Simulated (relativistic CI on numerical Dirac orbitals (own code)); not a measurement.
Calculated at this level of theory: Dirac-Coulomb-Breit CI, separate exchange-only KLI orbitals for each configuration, QED by a radiative potential, unscaled Slater integrals (own radial code, finite nucleus).

The strongest absorption lines from the ground level of an ion, among the configurations computed and to levels below about 16100 eV (vacuum wavelength in nm, gf): 0.08207 (0.86), 0.09228 (0.98), 0.09233 (1.6), 0.09235 (2), 0.09504 (0.72), 0.10838 (4.2), 0.10855 (1.3), 0.45844 (0.42).

Which ion is it?
A. Tl73+
B. Tl71+
C. Tm61+
D. Fr79+

A. Tl73+ has 8 electrons and the ground level 2s2 2p4 3P_2; the strongest line goes to 2s2 2p3 3d 3D°_3. The pattern of lines fixes the number of electrons, and along that sequence the line energies rise steadily with the charge (about as its square where n changes within one kind of shell, about linearly where n is kept but much faster in heavy ions where fine structure, which grows about as Z⁴, sets the gap, and irregularly where shells cross), which fixes Z. Configurations outside the model, such as inner-shell arrays, can give stronger lines. At this charge energies of transitions that change n are usually good to better than 1 %, and those within a shell (Δn = 0) to a few per cent.

LS names give the leading component of a level, which can be under half, so a name can repeat, a term be missing and a line seem to break the LS rules.
